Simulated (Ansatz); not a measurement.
Input for Ansatz (a first-principles code): R-B3LYP-D3(BJ)/def2-TZVP on HCl (SMILES Cl).

Ansatz 0.2 input:
```yaml
crystal:
  periodic: [false, false, false]
  atoms:
    - {symbol: Cl, position_ang: [0.00000000, 0.00000000, 0.64000000]}
    - {symbol: H, position_ang: [0.00000000, 0.00000000, -0.64000000]}
basis:
  gaussian:
    orbitals: def2-TZVP
hamiltonian:
  xc: b3lyp
  dispersion: d3bj
relax: {f_tol: 0.004, max_steps: 120}
scf: {lower_state_search: off}
```

The log:

```
WARN ansatz: RAYON_NUM_THREADS=4 ignored (pool sized by the plan → 4); use --threads N
Functional definition: B3LYP
these checks for a lower state are left out or cut short: stability, starts, cluster_reference, orbital_swaps, neighbouring_geometries, increment
integrals: 0.00 GiB planned
307 factors; their error is unknown
mean field: 0.11 GiB planned
mean field evaluation 1: about -12539.6720 eV, gradient 1.0e1 eV
mean field evaluation 2: about -12539.7274 eV, gradient 1.1e1 eV
mean field evaluation 4: about -12539.9314 eV, gradient 2.5e-1 eV
mean field evaluation 8: about -12539.9615 eV, gradient 4.4e-4 eV
mean field -12539.96148220 eV, -460.8350845798 hartree, gradient 2.3e-6 eV, S^2 0.000000; 0 other end points of the search recorded, 0 dependent functions left out
the calculation of the forces begins
reference -12539.96163216 eV, -460.8350900904 hartree; 9, 9 occupied and 34, 34 virtual orbitals, 307 factors
relax step   1: F+E_penalty+E_count = -12539.97677534 eV  Δ(F+E_penalty+E_count) = +0.000e0 eV  max|allowed force component| = 6.319e-2 eV/Å  Δτ_max = 0.0000 Å  (12 SCF iters, accepted)
these checks for a lower state are left out or cut short: stability, starts, cluster_reference, orbital_swaps, neighbouring_geometries, increment
integrals: 0.00 GiB planned
307 factors; their error is unknown
mean field: 0.11 GiB planned
mean field evaluation 16: about -12539.9615 eV, gradient 5.5e-2 eV
mean field -12539.96153448 eV, -460.8350865010 hartree, gradient 2.1e-6 eV, S^2 0.000000; 0 other end points of the search recorded, 0 dependent functions left out
the calculation of the forces begins
reference -12539.96168447 eV, -460.8350920131 hartree; 9, 9 occupied and 34, 34 virtual orbitals, 307 factors
relax step   2: F+E_penalty+E_count = -12539.97682753 eV  Δ(F+E_penalty+E_count) = -5.219e-5 eV  max|allowed force component| = 2.668e-2 eV/Å  Δτ_max = 0.0006 Å  (12 SCF iters, accepted)
these checks for a lower state are left out or cut short: stability, starts, cluster_reference, orbital_swaps, neighbouring_geometries, increment
integrals: 0.00 GiB planned
307 factors; their error is unknown
mean field: 0.11 GiB planned
mean field -12539.96154592 eV, -460.8350869214 hartree, gradient 1.6e-6 eV, S^2 0.000000; 0 other end points of the search recorded, 0 dependent functions left out
the calculation of the forces begins
reference -12539.96169594 eV, -460.8350924346 hartree; 9, 9 occupied and 34, 34 virtual orbitals, 307 factors
relax step   3: F+E_penalty+E_count = -12539.97683891 eV  Δ(F+E_penalty+E_count) = -1.138e-5 eV  max|allowed force component| = 8.997e-5 eV/Å  Δτ_max = 0.0004 Å  (12 SCF iters, accepted)
Total energy: -12539.97698893 eV, -460.8356544415 hartree
Atom 0 at    -0.000000    -0.000000     0.641006 Å, force    -0.000000    -0.000000     0.000090 eV/Å
Atom 1 at     0.000000     0.000000    -0.641006 Å, force     0.000000     0.000000    -0.000090 eV/Å
Dipole moment:    -0.000000    -0.000000    -0.258088 e Å
Checks for a lower state left out: stability, starts, cluster_reference, orbital_swaps, neighbouring_geometries, increment
```

The run converged.

Cost: very roughly 1.3 core-seconds.
